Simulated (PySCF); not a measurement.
An unknown is described by computed data only.

Elements present: C, H, S and Si. Monoisotopic mass: 113.9959 u.

* 13C NMR: chemical shifts (computed TMS as zero) by class: 116.9 (1 C), 82.6 (1 C), 31.3 (1 C), 23.0 (1 C) ppm [GIAO PBE0/pcSseg-1]
* UV, strongest line: among the 8 lowest singlet transitions: S3 at 5.87 eV (211 nm, f = 0.060) [TDDFT CAM-B3LYP/def2-SVPD]
* NMR, other nuclei: isotropic shieldings of nuclei other than C and H, by class: 448 (1 Si), 638 (1 S) ppm [GIAO PBE0/pcSseg-1]
* Rotational structure: rotational constants A, B, C: 8.358, 0.818, 0.788 GHz [GFN2-xTB]
* UV, first state: lowest singlet excitation: 4.49 eV (276 nm, f = 0.006) [TDDFT CAM-B3LYP/def2-SVPD]
* Triplet: lowest triplet excitation (Tamm–Dancoff): 4.00 eV [TDA CAM-B3LYP/def2-SVPD]
* 1H NMR: chemical shifts (computed TMS as zero) by class: 4.22 (3 H), 3.27 (1 H), 2.62 (1 H), 2.54 (1 H) ppm [GIAO PBE0/pcSseg-1]

Gas-phase values; electronic properties from PySCF, density fitting. Levels stand in brackets. Isolated species at its GFN2-xTB geometry, gas phase. NMR values are class means; diastereotopic atoms form classes of their own.

Question: Which formula fits the mass and the elements?

Answer: C4H6SSi (calculated 113.9959). No other formula that holds each of these elements comes within 0.0003 u with a fitting electron parity and a possible valence count.

Question: Propose a structure and show how it fits.

Answer: Numbering: `[SiH3:1][C:2]#[C:3][C@@H:4]1[CH2:5][S:6]1`. Its formula, C4H6SSi, gives 3 degrees of unsaturation: 1 ring and 2 π bonds in the structure found. 4 carbons fall into 4 classes; from least to most shielded: alkyne carbon [C3] (116.9 ppm), alkyne carbon [C2] (82.6 ppm), ring sp3 carbon bound to sulfur [C5] (31.3 ppm), ring sp3 carbon bound to sulfur [C4] (23.0 ppm). Hydrogen classes from least to most shielded: 3 H on an SiH3 silicon, Si1 (4.22 ppm), 1 H on an sp3 carbon bound to sulfur, C4 (3.27 ppm), 1 H on an sp3 carbon bound to sulfur, C5 (2.62 ppm), 1 H on an sp3 carbon bound to sulfur, C5 (2.54 ppm). The other shieldings belong to: 448 ppm, SiH3 silicon [Si1]; 638 ppm, sulfide sulfur [S6]. The optimised geometry has point group C1 and is an asymmetric top. Structure: `[SiH3]C#C[C@@H]1CS1`. Computed isomers that give other values at the same levels: `C#C[C@H]1[SiH2]CS1` (13C chemical shifts (computed TMS as zero) by class: 89.7 (1 C), 81.9 (1 C), 22.9 (1 C), 13.4 (1 C) ppm); `C#C[SiH2]SC=C` (13C chemical shifts (computed TMS as zero) by class: 137.9 (1 C), 120.1 (1 C), 107.3 (1 C), 84.5 (1 C) ppm); `S[SiH]1C=CC=C1` (13C chemical shifts (computed TMS as zero) by class: 154.9 (2 C), 137.7 (2 C) ppm). The assignments are read from this structure; whether some other isomer fits the data as well wasn't checked. The mirror image fits equally.
